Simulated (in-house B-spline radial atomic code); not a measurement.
Results of a calculation; reference values are marked as such.
## Ghost states of the separable form: Cr

Cr, [Ar] 3d5 4s1, non-relativistic LDA (VWN5), spherical and spin-unpolarised, from a B-spline radial code for spherical atoms (atomic units; all potentials screened as in the neutral atom).

Troullier-Martins channels: 4s (ε = -0.1504, r_c = 2.7 bohr), 3d (ε = -0.1181, r_c = 2.48 bohr). In the Kleinman-Bylander form one channel serves as the local potential, and each other channel l becomes |δV u><u δV|/<u|δV|u>, with δV = V_l − V_local and u the pseudo-orbital. Its strength is E_KB = <u|δV²|u>/<u|δV|u>. By the analysis of Gonze, Stumpf and Scheffler a spurious state lies below the reference level ε if E_KB > 0 and ε is above the second level of the local potential alone, or if E_KB < 0 and ε is above its first. The table's levels are those of angular momentum l in a sphere of 9 bohr, whose wall can lift a shallow ε a little above its free-atom value.

```json
{"local": "d", "channel": "s", "<u δV u>": "0.12484", "<u δV² u>": "0.69792", "ε": "-0.1491", "first local level": "-5.1541", "second local level": "-0.4294"}
{"local": "s", "channel": "d", "<u δV u>": "-3.2334", "<u δV² u>": "20.041", "ε": "-0.1180", "first local level": "0.0949", "second local level": "0.3443"}
```

Question: Apply the rule to each row.

Answer: Local d, channel s: E_KB = +5.59, so ε = -0.1491 is set against -0.4294: a ghost. Local s, channel d: E_KB = -6.2, so ε = -0.1180 is set against 0.0949: no ghost.

Diagonalising the separable Hamiltonian gives:

```csv
local,channel,three lowest levels,"all-electron, two lowest valence levels"
d,s,"-2.0525, -0.1491, 0.1110","-0.1491, 0.1110"
s,d,"-0.1180, 0.1186, 0.4054","-0.1180, 0.1163"
```

Question: Which choices of local channel are safe?

Answer: Free of ghosts: s. With d local the s channel has a ghost 1.90 hartree below ε, since the local potential binds more than one state below ε, and a repulsive term of rank one raises each level at most to the next, so it clears only one of them. Among the safe choices the second level, which tests transfer, is off by at most 2.2 millihartree (s local).
